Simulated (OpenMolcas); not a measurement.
Ni6+: effect of the IPEA shift

```yaml
Program: OpenMolcas 26.06
Basis: ANO-RCC-VTZP [6s5p3d2f1g]
Scalar_Hamiltonian: DKH2, point nucleus
Active_space: 4 electrons in 5 orbitals (3d)
State_averaging: 2S+1 = 5 even, 5 roots; 2S+1 = 3 even, 45 roots kept (CI in the orbitals of an earlier block); 2S+1 = 1 even, 50 roots kept (CI in the orbitals of an earlier block)
Spin-orbit_coupling: RASSI with atomic mean-field integrals over the reference wave functions, term energies averaged over their components
```

Methods on the same reference wave functions:
A. CASSCF
B. MS-CASPT2, IPEA 0 Eh, imaginary shift 0.1 Eh (closed shells correlated: 3s 3p)
C. MS-CASPT2, IPEA 0.25 Eh, imaginary shift 0.1 Eh (closed shells correlated: 3s 3p)

Energies in cm-1 above 3d4 5D0, the measured ground level; measured values from Corliss and Sugar, J. Phys. Chem. Ref. Data 10, 197 (1981).

| Level | A | B | C | Measured |
| --- | --- | --- | --- | --- |
| 3d4 5D0 | 0.0 | 0.0 | 0.0 | 0.0 |
| 3d4 5D1 | 288 | 295 | 295 | 279 |
| 3d4 5D2 | 837 | 853 | 851 | 804 |
| 3d4 5D3 | 1608 | 1627 | 1626 | 1520 |
| 3d4 5D4 | 2564 | 2580 | 2580 | 2392 |
| 3d4 3H4 | 33664 | 32160 | 32460 | 31672 |
| 3d4 3H5 | 34296 | 32850 | 33140 | 32286 |
| 3d4 3H6 | 34956 | 33560 | 33850 | 32877 |
| 3d4 3P0(1) | 35329 | 30240 | 30710 | 30077 |
| 3d4 3P1(1) | 37033 | 32010 | 32480 | 31836 |
| 3d4 3F2(1) | 38956 | 34620 | 35120 | 34247 |
| 3d4 3F3(1) | 39004 | 34720 | 35200 | 34317 |
| 3d4 3F4(1) | 39285 | 35030 | 35510 | 34576 |
| 3d4 3P2(1) | 39865 | 34830 | 35300 | 34555 |
| 3d4 3G3 | 42724 | 38780 | 39180 | 38160 |
| 3d4 3G4 | 43400 | 39470 | 39860 | 38746 |
| 3d4 3G5 | 43878 | 40040 | 40420 | 39247 |
| 3d4 1I6 | 51085 | 49330 | 49500 |  |
| 3d4 1G4(1) | 54162 | 48710 | 49040 |  |
| 3d4 3D3 | 54900 | 47400 | 47930 |  |
| 3d4 3D2 | 55107 | 47640 | 48170 |  |
| 3d4 3D1 | 55416 | 47920 | 48450 |  |
| 3d4 1S0(1) | 62650 | 52070 | 52740 |  |
| 3d4 1D2(1) | 66767 | 60870 | 61120 |  |

Deviations, from unrounded energies. A percentage is the sum of absolute deviations over the sum of measured energies, with the sign that they share, or ± where signs differ.

| Against measurement | Levels | A | B | C |
| --- | --- | --- | --- | --- |
| mean absolute deviation (cm-1) | 16 | 3100 | 380 | 690 |
| fine structure of the ground term (%) | 4 | +6.1 | +7.2 | +7.1 |
| other terms of the ground configuration (%) | 12 | +12.1 | +1.4 | +2.6 |

B lies closest to measurement on these levels and A furthest from it. The largest miss of B in the table is 3d4 3G5, by +790 cm-1. The ranking rests on the paired levels alone, and a cruder setting can come out closer through cancelling errors.

Between B and C the level of the table that moves most is 3d4 1S0(1), by 670 cm-1 (lowest in B, highest in C). Moves below CASPT2's spread within the term are not significant.

The mean deviations of B to C differ by less than CASPT2's widest spread within a term (940 cm-1), so their order carries little weight.

From A to B the spin-free energies of the other terms of 3d4 shown, above 5D, scale by factors of 0.82 to 0.96, as is usual when dynamic correlation screens the repulsion within a d or f shell.

The lowest spin-free term lies below A's lowest term by 0.359 hartree in B, 0.354 hartree in C.

CASPT2 does not keep the components of a term degenerate, so their means are used; among the terms shown or strongly mixed into the levels shown the widest spread is 940 cm-1 (3d4 1I, C). Terms from blocks run as CI alone lack orbitals of their own. Without dynamic correlation excited terms often stand tens of per cent too high (terms of higher spin than the ground term too low), and those without a measured partner can miss by more than the paired ones (holds for A). The CASPT2 spread within a term exceeds the gap to the next term for 3d4 1G(1) and 3d4 1I, so the order of their levels is uncertain (holds for C). Computed and measured levels are paired by configuration, term and J; levels that our copy of the source lacks, or whose pairing is in doubt (as where it misses far off the trend of its configuration), stay unpaired and out of the deviations. Only configurations of the active space appear. The table leaves out levels that lie high or whose names do not pair safely across all columns.

A number in round brackets counts repeated terms of one configuration in the order of the reference energies.
